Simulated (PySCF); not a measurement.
Se(SiH3)2 (H6SeSi2), SMILES [SiH3][Se][SiH3].

Coordinates come from a PBE0-D3(BJ)/def2-SVP optimisation.

Method: TDDFT-CAM-B3LYP/def2-SVPD (PySCF 2.14.0).

Vertical excitations. The molecule is in vacuum. State labels are in the subgroup C2v.

### Question
Give excitation energies, oscillator strengths and character. (The exact figures need the calculation; the answer reports its results.)

### Answer

```json
[
 {"state": "S1", "symmetry": "B2", "energy (eV)": "5.47", "λ (nm)": "226", "f": "0.026", "main pairs": "HOMO→LUMO 97 %"},
 {"state": "S2", "symmetry": "A2", "energy (eV)": "5.50", "λ (nm)": "225", "f": "0.000", "main pairs": "HOMO→LUMO+1 90 %"},
 {"state": "S3", "symmetry": "B2", "energy (eV)": "6.12", "λ (nm)": "203", "f": "0.000", "main pairs": "HOMO→LUMO+3 79 %, HOMO→LUMO+2 16 %"},
 {"state": "S4", "symmetry": "B2", "energy (eV)": "6.67", "λ (nm)": "186", "f": "0.002", "main pairs": "HOMO→LUMO+2 77 %, HOMO→LUMO+3 18 %"},
 {"state": "S5", "symmetry": "B1", "energy (eV)": "6.81", "λ (nm)": "182", "f": "0.020", "main pairs": "HOMO→LUMO+4 85 %"},
 {"state": "S6", "symmetry": "A1", "energy (eV)": "7.25", "λ (nm)": "171", "f": "0.123", "main pairs": "HOMO−1→LUMO 81 %"},
 {"state": "S7", "symmetry": "A2", "energy (eV)": "7.38", "λ (nm)": "168", "f": "0.000", "main pairs": "HOMO→LUMO+7 91 %"},
 {"state": "S8", "symmetry": "B2", "energy (eV)": "7.45", "λ (nm)": "166", "f": "0.024", "main pairs": "HOMO→LUMO+5 96 %"},
 {"state": "S9", "symmetry": "A1", "energy (eV)": "7.48", "λ (nm)": "166", "f": "0.006", "main pairs": "HOMO→LUMO+6 84 %"},
 {"state": "S10", "symmetry": "B1", "energy (eV)": "7.57", "λ (nm)": "164", "f": "0.008", "main pairs": "HOMO−1→LUMO+1 45 %, HOMO−2→LUMO 40 %"},
 {"state": "T1", "symmetry": "B2", "energy (eV)": "5.08", "λ (nm)": "244", "f": "0", "main pairs": "HOMO→LUMO 93 %"},
 {"state": "T2", "symmetry": "A2", "energy (eV)": "5.17", "λ (nm)": "240", "f": "0", "main pairs": "HOMO→LUMO+1 86 %"},
 {"state": "T3", "symmetry": "B2", "energy (eV)": "5.97", "λ (nm)": "208", "f": "0", "main pairs": "HOMO→LUMO+3 88 %"},
 {"state": "T4", "symmetry": "B1", "energy (eV)": "6.34", "λ (nm)": "196", "f": "0", "main pairs": "HOMO→LUMO+4 81 %"}
]
```
Triplets are in the Tamm–Dancoff approximation, which puts them higher than full response would, so one can lie above its singlet here.
